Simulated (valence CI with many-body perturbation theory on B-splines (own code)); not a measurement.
# Energy levels of Rb30+

Method: valence CI with perturbative core correlation (CI+MBPT): five valence electrons over a frozen Dirac-Fock core [He], radial functions for each j: 9 s, 9 p, 8 d, 6 f, 3 g, 1 h, with the one-electron correlation potential Σ1, the two-electron term Σ2, the three-electron term Σ3, Breit, model QED; selected CI, second order for the rest, scaled by the run's own slope (own B-spline code, finite nucleus).

The last digits are not significant, and no measured levels were compared; by estimate large intervals hold to a few tenths of a per cent, small ones and those within an open d or f shell to about a per cent. Among the levels kept, up to 5300 cm⁻¹ of a level comes from second order outside the variational space, and about a tenth of that is noise between levels of different J, which matters for small intervals.

Levels 1 to 45 of 64, with energies above the lowest level, (2s^2 2p1/2^2 2p3/2) J=3/2. "Leading %" is the weight of the configuration and term that name the level; weights of strongly mixed levels are sums over their largest components and can fall short, so below about 35 % the name and the second component can differ from the true leading terms, or belong to a minority configuration. In the jj column 3d3/2^4 stands for four electrons in 3d with j = 3/2. Lifetimes count E1, E2, E3, M1 and M2 decay at the calculated energies, and are blank where another channel may lead or the interval is too uncertain; long ones can be off by a factor of two.

| No. | Configuration | Term | J | E (eV) | Leading % | Lifetime | g | Leading jj |
| --- | --- | --- | --- | --- | --- | --- | --- | --- |
| 1 | 2s2 2p3 | 4S° | 3/2 | 0.0 | 45 |  | 1.524 | 2s^2 2p1/2^2 2p3/2 (94 %) |
| 2 | 2s2 2p3 | 2D° | 3/2 | 54.1 | 52 | 560 ns | 1.340 | 2s^2 2p1/2 2p3/2^2 (94 %) |
| 3 | 2s2 2p3 | 2D° | 5/2 | 67.4 | 100 | 3.02 μs | 1.192 | 2s^2 2p1/2 2p3/2^2 (100 %) |
| 4 | 2s2 2p3 | 2P° | 1/2 | 84.8 | 99 | 476 ns | 0.655 | 2s^2 2p1/2 2p3/2^2 (99 %) |
| 5 | 2s2 2p3 | 2P° | 3/2 | 138.0 | 58 | 186 ns | 1.247 | 2s^2 2p3/2^3 (97 %) |
| 6 | 2s 2p4 | 4P | 5/2 | 183.9 | 87 | 30.7 ps | 1.541 | 2s 2p1/2^2 2p3/2^2 (94 %) |
| 7 | 2s 2p4 | 4P | 3/2 | 218.4 | 66 | 9.20 ps | 1.481 | 2s 2p1/2^2 2p3/2^2 (66 %) |
| 8 | 2s 2p4 | 4P | 1/2 | 219.3 | 64 | 11.0 ps | 2.402 | 2s 2p1/2^2 2p3/2^2 (80 %) |
| 9 | 2s 2p4 | 2D | 3/2 | 259.9 | 52 | 7.62 ps | 1.185 | 2s 2p1/2 2p3/2^3 (74 %) |
| 10 | 2s 2p4 | 2D | 5/2 | 276.0 | 87 | 10.4 ps | 1.243 | 2s 2p1/2 2p3/2^3 (94 %) |
| 11 | 2s 2p4 | 2P | 1/2 | 296.0 | 46 | 4.09 ps | 1.536 | 2s 2p1/2 2p3/2^3 (71 %) |
| 12 | 2s 2p4 | 2P | 3/2 | 307.0 | 71 | 3.35 ps | 1.178 | 2s 2p1/2 2p3/2^3 (92 %) |
| 13 | 2s 2p4 | 2P | 1/2 | 366.4 | 52 | 3.63 ps | 1.374 | 2s 2p3/2^4 (84 %) |
| 14 | 2p5 | 2P° | 3/2 | 451.8 | 98 | 3.65 ps | 1.326 | 2p1/2^2 2p3/2^3 (98 %) |
| 15 | 2p5 | 2P° | 1/2 | 516.4 | 99 | 2.98 ps | 0.655 | 2p1/2 2p3/2^4 (99 %) |
| 16 | 2s2 2p2 3s | 4P | 1/2 | 2001.3 | 57 | 114 fs | 2.097 | 2s^2 2p1/2^2 3s (96 %) |
| 17 | 2s2 2p2 3p | 4D° | 1/2 | 2041.1 | 45 | 10.4 ps | 0.671 | 2s^2 2p1/2^2 3p1/2 (96 %) |
| 18 | 2s2 2p2 3s | 4P | 3/2 | 2055.5 | 89 | 147 fs | 1.686 | 2s^2 2p1/2 2p3/2 3s (98 %) |
| 19 | 2s2 2p2 3s | 2P | 1/2 | 2060.4 | 70 | 69.3 fs | 1.244 | 2s^2 2p1/2 2p3/2 3s (98 %) |
| 20 | 2s2 2p2 3p | 4D° | 3/2 | 2064.3 | 31 | 6.94 ps | 1.343 | 2s^2 2p1/2^2 3p3/2 (93 %) |
| 21 | 2s2 2p2 3s | 2D | 5/2 | 2066.4 | 49 | 113 fs | 1.392 | 2s^2 2p1/2 2p3/2 3s (96 %) |
| 22 | 2s2 2p2 3s | 2D | 3/2 | 2070.2 | 54 | 72.5 fs | 1.037 | 2s^2 2p1/2 2p3/2 3s (98 %) |
| 23 | 2s2 2p2 3p | 4P° | 1/2 | 2095.0 | 38 | 11.4 ps | 1.634 | 2s^2 2p1/2 2p3/2 3p1/2 (97 %) |
| 24 | 2s2 2p2 3p | 4D° | 3/2 | 2099.3 | 51 | 12.7 ps | 1.159 | 2s^2 2p1/2 2p3/2 3p1/2 (96 %) |
| 25 | 2s2 2p2 3d | 4F | 3/2 | 2107.0 | 42 | 81.1 fs | 0.764 | 2s^2 2p1/2^2 3d3/2 (96 %) |
| 26 | 2s2 2p2 3p | 2F° | 5/2 | 2107.0 | 33 | 11.5 ps | 1.155 | 2s^2 2p1/2 2p3/2 3p1/2 (94 %) |
| 27 | 2s2 2p2 3p | 4D° | 5/2 | 2114.7 | 49 | 7.48 ps | 1.429 | 2s^2 2p1/2 2p3/2 3p3/2 (96 %) |
| 28 | 2s2 2p2 3d | 4D | 5/2 | 2117.1 | 24 | 21.0 fs | 1.200 | 2s^2 2p1/2^2 3d5/2 (94 %) |
| 29 | 2s2 2p2 3p | 4P° | 1/2 | 2117.3 | 44 | 7.76 ps | 1.837 | 2s^2 2p1/2 2p3/2 3p3/2 (96 %) |
| 30 | 2s2 2p2 3p | 2D° | 3/2 | 2119.3 | 40 | 1.74 ps | 1.360 | 2s^2 2p1/2 2p3/2 3p3/2 (52 %) |
| 31 | 2s2 2p2 3p | 4P° | 3/2 | 2122.7 | 36 | 2.98 ps | 1.372 | 2s^2 2p1/2 2p3/2 3p3/2 (49 %) |
| 32 | 2s2 2p2 3p | 4D° | 7/2 | 2125.8 | 51 | 14.5 ps | 1.284 | 2s^2 2p1/2 2p3/2 3p3/2 (96 %) |
| 33 | 2s2 2p2 3s | 4P | 5/2 | 2129.7 | 49 | 98.2 fs | 1.394 | 2s^2 2p3/2^2 3s (95 %) |
| 34 | 2s2 2p2 3p | 2P° | 3/2 | 2130.6 | 50 | 1.69 ps | 1.302 | 2s^2 2p1/2 2p3/2 3p3/2 (88 %) |
| 35 | 2s2 2p2 3s | 2P | 3/2 | 2133.7 | 47 | 69.9 fs | 1.120 | 2s^2 2p3/2^2 3s (96 %) |
| 36 | 2s2 2p2 3p | 2D° | 5/2 | 2136.4 | 43 | 3.44 ps | 1.182 | 2s^2 2p1/2 2p3/2 3p3/2 (89 %) |
| 37 | 2s2 2p2 3p | 2P° | 1/2 | 2144.6 | 80 | 1.85 ps | 0.726 | 2s^2 2p1/2 2p3/2 3p3/2 (91 %) |
| 38 | 2s2 2p2 3s | 2S | 1/2 | 2156.0 | 75 | 80.6 fs | 1.975 | 2s^2 2p3/2^2 3s (94 %) |
| 39 | 2s 2p3 3s | 6S° | 5/2 | 2158.6 | 71 | 592 fs | 1.855 | 2s 2p1/2^2 2p3/2 3s (70 %) |
| 40 | 2s2 2p2 3d | 4F | 3/2 | 2161.9 | 40 | 46.2 fs | 0.948 | 2s^2 2p1/2 2p3/2 3d3/2 (95 %) |
| 41 | 2s2 2p2 3d | 4F | 5/2 | 2163.4 | 55 | 91.6 fs | 0.992 | 2s^2 2p1/2 2p3/2 3d3/2 (93 %) |
| 42 | 2s2 2p2 3d | 4D | 1/2 | 2164.0 | 80 | 97.9 fs | 0.214 | 2s^2 2p1/2 2p3/2 3d3/2 (98 %) |
| 43 | 2s2 2p2 3d | 4F | 7/2 | 2165.8 | 59 | 405 fs | 1.283 | 2s^2 2p1/2 2p3/2 3d5/2 (94 %) |
| 44 | 2s2 2p2 3d | 2F | 7/2 | 2171.6 | 41 | 5.10 ps | 1.147 | 2s^2 2p1/2 2p3/2 3d3/2 (77 %) |
| 45 | 2s2 2p2 3d | 2F | 5/2 | 2172.7 | 42 | 15.8 fs | 1.206 | 2s^2 2p1/2 2p3/2 3d5/2 (80 %) |

The ionisation energy to 2s2 2p2 3P_0 of the next ion comes out as 3598.4 eV (NIST: 3600 ± 30 eV (semi-empirical)). All 64 levels together are meant to be complete up to 2207.7 eV.
